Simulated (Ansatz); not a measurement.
# Ligand exchange: CHBrClF + Cd(CH3)F → CHBrF2 + Cd(CH3)Cl

Gas-phase species: CHBrClF (bromochlorofluoromethane) `FC(Cl)Br`, singlet; Cd(CH3)F, singlet; CHBrF2 `FC(F)Br`, singlet; Cd(CH3)Cl, singlet. The partners trade Cl for F: C–Cl and Cd–F bonds give way to C–F and Cd–Cl.

Shapes, held fixed at every level: PBE0-D4/def2-TZVP. Programs: Ansatz 0.2.0. The zero-point and thermal change to 298 K, harmonic and unscaled (PBE0-D4/def2-TZVP), is +2.8 kJ/mol.

```tsv
level	kind	ΔH(298 K) (kJ/mol)	less CCSD(T)/def2-TZVPP
HF/def2-SVP	Hartree–Fock	-145.2	-48.8
r2SCAN-D4/def2-TZVPP	meta-GGA	-94.8	+1.6
B3LYP-D4/def2-TZVPP	global hybrid	-91.4	+5.0
PBE0-D4/def2-TZVPP	global hybrid	-98.3	-1.9
wB97M-V/def2-TZVPP	range-separated hybrid	-97.6	-1.2
MP2/def2-TZVPP	perturbation theory	-92.1	+4.3
CCSD(T)/def2-TZVPP	coupled cluster or CI	-96.4	0.0
```

The highest level, CCSD(T)/def2-TZVPP, gives ΔH(298 K) = -96.4 kJ/mol; the levels span -145.2 to -91.4. The column of differences is taken from that level and isn't an error. No measured value is set beside it here. For atoms past krypton def2 sets carry core potentials with scalar relativity. Relativity is left out for Br. Outer-core shells of Br, Cd are correlated, in sets that cover them unevenly.
